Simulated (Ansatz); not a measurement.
One change: `[NH]=[Nb]([OH])([OH])[F]` becomes `[NH]=[Nb]([OH])([OH])[OH]`.

Ansatz, PBE0-D4/def2-TZVP geometries, multiplicity 1. Each molecule was computed in one conformer, which needn't be the lowest.

Elements past krypton have def2 core potentials.

```json
{"property": "HOMO energy (ωB97M-V/def2-TZVPP) / eV", "`[NH]=[Nb]([OH])([OH])[F]`": "-10.54"}
{"property": "size of the dipole moment (ωB97M-V/def2-TZVPP) / D", "`[NH]=[Nb]([OH])([OH])[F]`": "2.89"}
{"property": "HOMO energy (B3LYP/def2-TZVPP) / eV", "`[NH]=[Nb]([OH])([OH])[F]`": "-7.94"}
{"property": "LUMO energy (PBE/def2-TZVPP) / eV", "`[NH]=[Nb]([OH])([OH])[F]`": "-1.58"}
{"property": "HOMO–LUMO gap (B3LYP/def2-TZVPP) / eV", "`[NH]=[Nb]([OH])([OH])[F]`": "6.93"}
{"property": "ideal-gas entropy at 298 K and 1 bar (rigid rotor, harmonic PBE0-D4/def2-TZVP) / J/(mol·K)", "`[NH]=[Nb]([OH])([OH])[F]`": "348"}
```

(1) Give the same properties after the change, and the shifts. (Best estimate.)

Answers

(1) Computed: 
```json
{"property": "HOMO energy (ωB97M-V/def2-TZVPP) / eV", "`[NH]=[Nb]([OH])([OH])[OH]`": "-9.80", "shift": "0.74"}
{"property": "size of the dipole moment (ωB97M-V/def2-TZVPP) / D", "`[NH]=[Nb]([OH])([OH])[OH]`": "2.15", "shift": "-0.74"}
{"property": "HOMO energy (B3LYP/def2-TZVPP) / eV", "`[NH]=[Nb]([OH])([OH])[OH]`": "-7.22", "shift": "0.72"}
{"property": "LUMO energy (PBE/def2-TZVPP) / eV", "`[NH]=[Nb]([OH])([OH])[OH]`": "-1.49", "shift": "0.09"}
{"property": "HOMO–LUMO gap (B3LYP/def2-TZVPP) / eV", "`[NH]=[Nb]([OH])([OH])[OH]`": "6.36", "shift": "-0.57"}
{"property": "ideal-gas entropy at 298 K and 1 bar (rigid rotor, harmonic PBE0-D4/def2-TZVP) / J/(mol·K)", "`[NH]=[Nb]([OH])([OH])[OH]`": "368", "shift": "20"}
```

With PBE0 the HOMO rises by 0.73 eV and the LUMO rises by 0.15 eV, so the gap narrows by about 0.58 eV. PBE moves the HOMO by 0.70 eV and ωB97M-V by 0.74 eV. The zero-point energy changes by 24.7 kJ/mol with +3 modes. Dipoles are sizes alone; their direction can turn.

B3LYP here is the variant with VWN-RPA as its local correlation; programs differ in this.
